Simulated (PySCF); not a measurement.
Excitation energy of Hf by level of theory

Hf [Xe] 4f14 5d2 6s2 (3F) → Hf [Xe] 4f14 5d2 6s1 6p1 (high-spin determinant), as a difference of total energies. All numbers are calculated (PySCF 2.14, a scalar-relativistic core potential, in aug-cc-pwCVDZ-PP with ECP60MDF (6s6p5d3f, 70 functions)). Correlated levels: valence and next inner shell: nothing frozen outside the core potential. The calculations carry no spin-orbit coupling.

```json
{"method": "UHF", "excitation energy (eV)": "1.207"}
{"method": "MP2 (valence and next inner shell)", "excitation energy (eV)": "2.369"}
{"method": "SCS-MP2 (valence and next inner shell)", "excitation energy (eV)": "2.550"}
{"method": "CCSD (valence and next inner shell)", "excitation energy (eV)": "2.341"}
{"method": "CCSD(T) (valence and next inner shell)", "excitation energy (eV)": "2.446"}
```

Problem. How much does correlation contribute at CCSD(T) (valence and next inner shell)?

Solution. 2.446 − (1.207) = 1.239 eV, measured against UHF.

The determinant of the upper state mixes LS terms, which raises its energy above the lowest term, most at the Hartree-Fock and MP2 levels.
